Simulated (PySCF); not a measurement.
I⁺: ionisation energy

I⁺ [Kr] 4d10 5s2 5p4 (3P) → I²⁺ [Kr] 4d10 5s2 5p3 (4S), as a difference of total energies. All numbers are calculated (PySCF 2.14, the spin-free X2C one-electron Hamiltonian (Gaussian nucleus), in aug-cc-pwCVTZ-DK3 with one added diffuse shell each of s, p, d, f type (11s10p8d5f1g, 125 functions)). Correlated levels: valence: [Kr] 4d10 frozen; valence and next inner shell: [Ar] 3d10 frozen. The calculations carry no spin-orbit coupling.

**Question.** Order these methods by the ionisation energy they give, lowest first.
A. LC-wPBE
B. B97-3
C. MP2 (valence and next inner shell)
D. LDA

**Answer.** C (18.496 eV), B (18.693 eV), A (18.869 eV), D (19.052 eV).

A first-order spin-orbit estimate (lowest level to lowest level, LS coupling) adds 0.337 eV.

Errors of the correlated levels include the incompleteness of this basis and the frozen core.

For comparison: 19.131 eV (measured; NIST Atomic Spectra Database, ionization energies).
